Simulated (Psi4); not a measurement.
Input for Psi4: SAPT0/jun-cc-pV(D+d)Z on C5H12 (a complex), monomers drawn apart or pushed together.

```
memory 2025 MB

molecule dimer {
0 1
C     0.47675239   -0.54246415    0.48546450
C    -0.53375043    0.59854196    0.54134435
H     0.24210335   -1.24153954   -0.31987256
H     0.48220180   -1.10433309    1.42064366
H     1.48864873   -0.16966956    0.31235337
H    -0.55737082    1.15637557   -0.39714148
H    -0.29154465    1.30228638    1.33928342
H    -1.54106553    0.22406547    0.73196965
--
0 1
C    -1.28379385   -0.40018016    6.47213315
C     0.03554385   -0.49647310    6.57111586
C     0.99641812    0.63795719    6.41260378
H    -1.76834680    0.54679349    6.26229889
H    -1.92702512   -1.26209553    6.59407720
H     0.47567990   -1.46843056    6.77921933
H     1.68390325    0.45420667    5.58188607
H     0.47642733    1.57804074    6.22444728
H     1.61145940    0.75941531    7.30874277
units angstrom
symmetry c1
no_reorient
no_com
}

set {
  basis jun-cc-pV(D+d)Z
  scf_type df
  freeze_core true
}

energy('sapt0')
```

It printed:

```
[...]
==> Input File <==

--------------------------------------------------------------------------
memory 2025 MB

molecule dimer {
0 1
C     0.47675239   -0.54246415    0.48546450
C    -0.53375043    0.59854196    0.54134435
H     0.24210335   -1.24153954   -0.31987256
H     0.48220180   -1.10433309    1.42064366
H     1.48864873   -0.16966956    0.31235337
H    -0.55737082    1.15637557   -0.39714148
H    -0.29154465    1.30228638    1.33928342
H    -1.54106553    0.22406547    0.73196965
--
0 1
C    -1.28379385   -0.40018016    6.47213315
C     0.03554385   -0.49647310    6.57111586
C     0.99641812    0.63795719    6.41260378
H    -1.76834680    0.54679349    6.26229889
H    -1.92702512   -1.26209553    6.59407720
H     0.47567990   -1.46843056    6.77921933
H     1.68390325    0.45420667    5.58188607
H     0.47642733    1.57804074    6.22444728
H     1.61145940    0.75941531    7.30874277
units angstrom
symmetry c1
no_reorient
no_com
}

set {
  basis jun-cc-pV(D+d)Z
  scf_type df
  freeze_core true
}

energy('sapt0')
--------------------------------------------------------------------------


   => Loading Basis Set <=

    Name: JUN-CC-PV(D+D)Z
    Role: ORBITAL
    Keyword: BASIS
    atoms 1-2, 9-11  entry C          line   188 file jun-cc-pv_dpd_z.gbs
    atoms 3-8, 12-17 entry H          line    60 file jun-cc-pv_dpd_z.gbs

   => Loading Basis Set <=

    Name: JUN-CC-PV(D+D)Z
    Role: ORBITAL
    Keyword: BASIS
    atoms 1-2, 9-11  entry C          line   188 file jun-cc-pv_dpd_z.gbs
    atoms 3-8, 12-17 entry H          line    60 file jun-cc-pv_dpd_z.gbs


  //>>>>>>>>>>>>>>>>>>>>>>>>>>>>>>>>>>>//
  //              Dimer HF             //
  //<<<<<<<<<<<<<<<<<<<<<<<<<<<<<<<<<<<//

   => Libint2 <=

    Primary   basis highest AM E, G, H:  7, 6, 3
    Auxiliary basis highest AM E, G, H:  7, 7, 4
    Onebody   basis highest AM E, G, H:  -, -, -
    Solid Harmonics ordering:            Gaussian


   => Loading Basis Set <=

    Name: JUN-CC-PV(D+D)Z
    Role: ORBITAL
    Keyword: BASIS
    atoms 1-2, 9-11  entry C          line   188 file jun-cc-pv_dpd_z.gbs
    atoms 3-8, 12-17 entry H          line    60 file jun-cc-pv_dpd_z.gbs


         ---------------------------------------------------------
                                   SCF
               by Justin Turney, Rob Parrish, Andy Simmonett
                          and Daniel G. A. Smith
                              RHF Reference
                        1 Threads,   1931 MiB Core
         ---------------------------------------------------------

  ==> Geometry <==

    Molecular point group: c1
    Full point group: C1

    Geometry (in Angstrom), charge = 0, multiplicity = 1:

       Center              X                  Y                   Z               Mass
    ------------   -----------------  -----------------  -----------------  -----------------
         C            0.476752390000    -0.542464150000     0.485464500000    12.000000000000
         C           -0.533750430000     0.598541960000     0.541344350000    12.000000000000
         H            0.242103350000    -1.241539540000    -0.319872560000     1.007825032230
         H            0.482201800000    -1.104333090000     1.420643660000     1.007825032230
         H            1.488648730000    -0.169669560000     0.312353370000     1.007825032230
         H           -0.557370820000     1.156375570000    -0.397141480000     1.007825032230
         H           -0.291544650000     1.302286380000     1.339283420000     1.007825032230
         H           -1.541065530000     0.224065470000     0.731969650000     1.007825032230
         C           -1.283793850000    -0.400180160000     6.472133150000    12.000000000000
         C            0.035543850000    -0.496473100000     6.571115860000    12.000000000000
         C            0.996418120000     0.637957190000     6.412603780000    12.000000000000
         H           -1.768346800000     0.546793490000     6.262298890000     1.007825032230
         H           -1.927025120000    -1.262095530000     6.594077200000     1.007825032230
         H            0.475679900000    -1.468430560000     6.779219330000     1.007825032230
         H            1.683903250000     0.454206670000     5.581886070000     1.007825032230
         H            0.476427330000     1.578040740000     6.224447280000     1.007825032230
         H            1.611459400000     0.759415310000     7.308742770000     1.007825032230

  Running in c1 symmetry.

  Rotational constants: A =      0.19479  B =      0.00932  C =      0.00917 [cm^-1]
  Rotational constants: A =   5839.69277  B =    279.47861  C =    275.02714 [MHz]
  Nuclear repulsion =  150.378852274905597

  Charge       = 0
  Multiplicity = 1
  Electrons    = 42
  Nalpha       = 21
  Nbeta        = 21

  ==> Algorithm <==

  SCF Algorithm Type is DF.
  DIIS enabled.
  MOM disabled.
  Fractional occupation disabled.
  Guess Type is SAD.
  Energy threshold   = 1.00e-08
  Density thresh
[...]
2.574851
     127A      2.590441   128A      2.603604   129A      2.604914
     130A      2.669075   131A      2.826566   132A      2.842787
     133A      2.857279   134A      2.938405   135A      3.035379
     136A      3.055330   137A      3.060032   138A      3.103348
     139A      3.211319   140A      3.262481   141A      3.267345
     142A      3.366496   143A      4.005794   144A      4.770703
     145A      4.923312   146A      4.928463   147A      5.181237
     148A      5.183867   149A     18.304863   150A     18.528299

    Final Occupation by Irrep:
              A
    DOCC [    12 ]
    NA   [    12 ]
    NB   [    12 ]

  @DF-RHF Final Energy:  -117.08414865692838

   => Energetics <=

    Nuclear Repulsion Energy =             70.9179335340211878
    One-Electron Energy =                -296.7634633641816890
    Two-Electron Energy =                 108.7613811732321238
    Total Energy =                       -117.0841486569283774

Computation Completed


Properties will be evaluated at   0.000000,   0.000000,   0.000000 [a0]

Properties computed using the SCF density matrix


 Multipole Moments:

 ------------------------------------------------------------------------------------
     Multipole            Electronic (a.u.)      Nuclear  (a.u.)        Total (a.u.)
 ------------------------------------------------------------------------------------

 L = 1.  Multiply by 2.5417464519 to convert [e a0] to [Debye]
 Dipole X            :          1.9744605           -1.8120458            0.1624148
 Dipole Y            :          1.8275173           -1.7843669            0.0431504
 Dipole Z            :       -293.8272947          293.8255563           -0.0017384
 Magnitude           :                                                    0.1680581

 ------------------------------------------------------------------------------------

  Constructing Basis Sets for SAPT...

   => Loading Basis Set <=

    Name: (JUN-CC-PV(D+D)Z AUX)
    Role: RIFIT
    Keyword: DF_BASIS_SAPT
    atoms 1-2, 9-11  entry C          line   100 file jun-cc-pvdz-ri.gbs
    atoms 3-8, 12-17 entry H          line    30 file jun-cc-pvdz-ri.gbs

   => Loading Basis Set <=

    Name: (JUN-CC-PV(D+D)Z AUX)
    Role: JKFIT
    Keyword: DF_BASIS_ELST
    atoms 1-2, 9-11  entry C          line   146 file jun-cc-pvdz-jkfit.gbs
    atoms 3-8, 12-17 entry H          line    70 file jun-cc-pvdz-jkfit.gbs


  //>>>>>>>>>>>>>>>>>>>>>>>>>>>>>>>>>>>//
  //               SAPT0               //
  //<<<<<<<<<<<<<<<<<<<<<<<<<<<<<<<<<<<//



        SAPT0
    Ed Hohenstein
     6 June 2009

      Orbital Information
  --------------------------
    NSO        =       150
    NMO        =       150
    NRI        =       493
    NRI (Elst) =       671
    NOCC A     =         9
    NOCC B     =        12
    FOCC A     =         2
    FOCC B     =         3
    NVIR A     =       141
    NVIR B     =       138

    Elst10,r            =    -0.000014905619 [Eh]
    Exch10              =     0.000002462591 [Eh]
    Exch10 (S^2)        =     0.000002462581 [Eh]

    Maxiter = 50
    CPHF R converge = 1.000000E-08

    Iter     Energy [mEh]          dE [mEh]         Residual      Time [s]
       1      -0.00176286       0.001762859     2.458595e-04             0
       2      -0.00190951       0.000146654     8.645567e-05             0
       3      -0.00201805       0.000108535     1.617536e-05             0
       4      -0.00201866       0.000000609     4.518829e-06             1
       5      -0.00201473      -0.000003927     5.767121e-07             1
       6      -0.00201495       0.000000220     1.178918e-07             1
       7      -0.00201496       0.000000007     3.615960e-08             1
       8      -0.00201495      -0.000000007     6.613431e-09             1

    CHF Iterations converged

    Maxiter = 50
    CPHF R converge = 1.000000E-08

    Iter     Energy [mEh]          dE [mEh]         Residual      Time [s]
       1      -0.00036140       0.000361398     5.568486e-05             0
       2      -0.00041231       0.000050912     1.640107e-05             0
       3      -0.00041568       0.000003371     5.365661e-06             0
       4      -0.00041465      -0.000001034     1.855885e-06             0
       5      -0.00041431      -0.000000337     4.641917e-07             0
       6      -0.00041444       0.000000124     1.570334e-07             0
       7      -0.00041444       0.000000003     5.159605e-08             0
       8      -0.00041443      -0.000000012     9.612655e-09             0

    CHF Iterations converged

    Ind20,r (A<-B)      =    -0.000002014951 [Eh]
    Ind20,r (B<-A)      =    -0.000000414427 [Eh]
    Ind20,r             =    -0.000002429377 [Eh]
    Exch-Ind20,r (A<-B) =     0.000000037636 [Eh]
    Exch-Ind20,r (B<-A) =     0.000000367617 [Eh]
    Exch-Ind20,r        =     0.000000405253 [Eh]
    Disp20              =    -0.000193557738 [Eh]
    Disp20 (SS)         =    -0.000096778869 [Eh]
    Disp20 (OS)         =    -0.000096778869 [Eh]
    Exch-Disp20         =     0.000000407669 [Eh]
    Exch-Disp20 (SS)    =     0.000000279351 [Eh]
    Exch-Disp20 (OS)    =     0.000000128318 [Eh]

    SAPT Results
  --------------------------------------------------------------------------------------------------------
    Electrostatics                 -0.01490562 [mEh]      -0.00935342 [kcal/mol]      -0.03913470 [kJ/mol]
      Elst10,r                     -0.01490562 [mEh]      -0.00935342 [kcal/mol]      -0.03913470 [kJ/mol]

    Exchange                        0.00246259 [mEh]       0.00154530 [kcal/mol]       0.00646553 [kJ/mol]
      Exch10                        0.00246259 [mEh]       0.00154530 [kcal/mol]       0.00646553 [kJ/mol]
      Exch10(S^2)                   0.00246258 [mEh]       0.00154529 [kcal/mol]       0.00646551 [kJ/mol]

    Induction                      -0.00221686 [mEh]      -0.00139110 [kcal/mol]      -0.00582036 [kJ/mol]
      Ind20,r                      -0.00242938 [mEh]      -0.00152446 [kcal/mol]      -0.00637833 [kJ/mol]
      Exch-Ind20,r                  0.00040525 [mEh]       0.00025430 [kcal/mol]       0.00106399 [kJ/mol]
      delta HF,r (2)               -0.00019273 [mEh]      -0.00012094 [kcal/mol]      -0.00050602 [kJ/mol]

    Dispersion                     -0.19315007 [mEh]      -0.12120350 [kcal/mol]      -0.50711543 [kJ/mol]
      Disp20                       -0.19355774 [mEh]      -0.12145931 [kcal/mol]      -0.50818577 [kJ/mol]
      Exch-Disp20                   0.00040767 [mEh]       0.00025582 [kcal/mol]       0.00107034 [kJ/mol]
      Disp20 (SS)                  -0.09677887 [mEh]      -0.06072966 [kcal/mol]      -0.25409288 [kJ/mol]
      Disp20 (OS)                  -0.09677887 [mEh]      -0.06072966 [kcal/mol]      -0.25409288 [kJ/mol]
      Exch-Disp20 (SS)              0.00027935 [mEh]       0.00017530 [kcal/mol]       0.00073344 [kJ/mol]
      Exch-Disp20 (OS)              0.00012832 [mEh]       0.00008052 [kcal/mol]       0.00033690 [kJ/mol]

  Total HF                         -0.01465989 [mEh]      -0.00919922 [kcal/mol]      -0.03848953 [kJ/mol]
  Total SAPT0                      -0.20780995 [mEh]      -0.13040272 [kcal/mol]      -0.54560496 [kJ/mol]

  Special recipe for scaled SAPT0 (see Manual):
    Electrostatics sSAPT0          -0.01490562 [mEh]      -0.00935342 [kcal/mol]      -0.03913470 [kJ/mol]
    Exchange sSAPT0                 0.00246259 [mEh]       0.00154530 [kcal/mol]       0.00646553 [kJ/mol]
    Induction sSAPT0               -0.00221686 [mEh]      -0.00139110 [kcal/mol]      -0.00582036 [kJ/mol]
    Dispersion sSAPT0              -0.19315007 [mEh]      -0.12120350 [kcal/mol]      -0.50711543 [kJ/mol]
  Total sSAPT0                     -0.20780995 [mEh]      -0.13040272 [kcal/mol]      -0.54560496 [kJ/mol]
  --------------------------------------------------------------------------------------------------------



*** Psi4 exiting successfully. Buy a developer a beer!
```

The run finished.

Cost: very roughly 8 core-seconds.
